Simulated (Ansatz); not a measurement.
Geometry optimisation, RKS r2SCAN/def2-SVP (Ansatz).

Input file:

```yaml
crystal:
  periodic: [false, false, false]
  atoms:
    - { symbol: Si, position_ang: [-0.584996, -0.462009, -0.35579] }
    - { symbol: H, position_ang: [0.84003, -0.355202, -0.555253] }
    - { symbol: Cl, position_ang: [-1.281471, -1.960766, -1.573764] }
    - { symbol: Cl, position_ang: [-0.987921, -0.952058, 1.590196] }
    - { symbol: Cl, position_ang: [-1.522025, 1.282845, -0.859496] }
    - { symbol: H, position_ang: [1.994144, 0.684372, 0.582933] }
    - { symbol: Cl, position_ang: [1.54224, 1.762718, 1.171174] }
basis:
  gaussian: { orbitals: def2-SVP }
hamiltonian:
  xc: r2scan
relax:
  f_tol: 0.03
  max_steps: 50
```

Run as:

```bash
$ ansatz run input.yaml --threads 2 --pin off --max-ram 3072MiB --backend cpu --events-out ev --progress --plain --runs-dir out
```

**Question.** Where does it end, and by what steps?

**Answer.** The run converged. The force dipped under the threshold on the way, but the program's further checks kept it going. After 21 steps the energy has fallen by 0.173 eV; H6 moved furthest, 1.18 Å.

```json
{"step": "0", "energy less start (eV)": "0.0000", "largest force component (eV/Å)": "0.789", "accepted": "yes"}
{"step": "1", "energy less start (eV)": "-0.0643", "largest force component (eV/Å)": "0.293", "accepted": "yes"}
{"step": "2", "energy less start (eV)": "-0.0746", "largest force component (eV/Å)": "0.400", "accepted": "yes"}
{"step": "3", "energy less start (eV)": "-0.0871", "largest force component (eV/Å)": "0.182", "accepted": "yes"}
{"step": "4", "energy less start (eV)": "-0.0986", "largest force component (eV/Å)": "0.061", "accepted": "yes"}
{"step": "5", "energy less start (eV)": "-0.1030", "largest force component (eV/Å)": "0.170", "accepted": "yes"}
{"step": "6", "energy less start (eV)": "-0.1075", "largest force component (eV/Å)": "0.249", "accepted": "yes"}
{"step": "7", "energy less start (eV)": "-0.1165", "largest force component (eV/Å)": "0.117", "accepted": "yes"}
{"step": "8", "energy less start (eV)": "-0.1270", "largest force component (eV/Å)": "0.040", "accepted": "yes"}
{"step": "9", "energy less start (eV)": "-0.1379", "largest force component (eV/Å)": "0.033", "accepted": "yes"}
{"step": "10", "energy less start (eV)": "-0.1284", "largest force component (eV/Å)": "0.844", "accepted": "no"}
{"step": "11", "energy less start (eV)": "-0.1437", "largest force component (eV/Å)": "0.043", "accepted": "yes"}
{"step": "12", "energy less start (eV)": "-0.1474", "largest force component (eV/Å)": "0.315", "accepted": "yes"}
{"step": "13", "energy less start (eV)": "-0.1555", "largest force component (eV/Å)": "0.142", "accepted": "yes"}
{"step": "14", "energy less start (eV)": "-0.1308", "largest force component (eV/Å)": "1.064", "accepted": "no"}
{"step": "15", "energy less start (eV)": "-0.1623", "largest force component (eV/Å)": "0.083", "accepted": "yes"}
{"step": "16", "energy less start (eV)": "-0.1677", "largest force component (eV/Å)": "0.061", "accepted": "yes"}
{"step": "17", "energy less start (eV)": "-0.1720", "largest force component (eV/Å)": "0.022", "accepted": "yes"}
{"step": "18", "energy less start (eV)": "-0.1357", "largest force component (eV/Å)": "0.811", "accepted": "no"}
{"step": "19", "energy less start (eV)": "-0.1723", "largest force component (eV/Å)": "0.018", "accepted": "yes"}
{"step": "20", "energy less start (eV)": "-0.1721", "largest force component (eV/Å)": "0.115", "accepted": "no"}
{"step": "21", "energy less start (eV)": "-0.1727", "largest force component (eV/Å)": "0.024", "accepted": "yes"}
```

```xyz
7
Properties=species:S:1:pos:R:3
Si -0.587 -0.519 -0.549
H 0.737 -0.435 -1.185
Cl -1.677 -2.032 -1.397
Cl -0.360 -0.947 1.461
Cl -1.607 1.242 -0.739
H 1.458 0.929 1.605
Cl 2.036 1.762 0.805
```

Whether the end is a true minimum wasn't checked by a vibrational analysis.

Time of the run: 77 s on 2 threads of Intel(R) Xeon(R) Platinum 8488C (Sapphire Rapids) (shared host), peak memory 0.19 GiB.
